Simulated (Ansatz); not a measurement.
HBrOPb, singlet, geometry from GFN2-xTB (such geometries of metal compounds can be far from the true shape) (core potentials on Pb); PBE0/def2-QZVPP run with Ansatz (a quantum-chemistry and plane-wave program).

Ansatz was given this input:
Ansatz 0.2 input:
```yaml
crystal:
  periodic: [false, false, false]
  atoms:
    - {symbol: Pb, position_ang: [-0.07569842, -0.40476613, 0.57410331]}
    - {symbol: Br, position_ang: [0.38160001, 1.43756120, -1.12380622]}
    - {symbol: O, position_ang: [-0.76075680, -1.80393439, -0.87792454]}
    - {symbol: H, position_ang: [-1.06267575, -2.69234469, -0.71985774]}
basis:
  gaussian:
    orbitals: def2-QZVPP.json
hamiltonian:
  xc: pbe0
```
The basis file holds def2-QZVPP in the JSON format of the Basis Set Exchange.

It wrote (shortened):

```
Functional definition: PBE0
1260 factors; their error is unknown
mean field evaluation 1: about -77344.4953 eV, gradient 6.5e1 eV
mean field evaluation 2: about -77236.7769 eV, gradient 1.9e2 eV
mean field evaluation 4: about -77351.7858 eV, gradient 1.7e1 eV
mean field evaluation 8: about -77352.2591 eV, gradient 1.8e-1 eV
mean field evaluation 16: about -77352.4813 eV, gradient 1.9e-4 eV
mean field -77352.48133685 eV, -2842.6512577344 hartree, gradient 7.0e-5 eV, S^2 0.000000; 0 other end points of the search recorded, 0 dependent functions left out
reference -77352.48136570 eV, -2842.6512587944 hartree; 33, 33 occupied and 225, 225 virtual orbitals, 1260 factors
Total energy: -77352.48136570 eV, -2842.6512587944 hartree
```
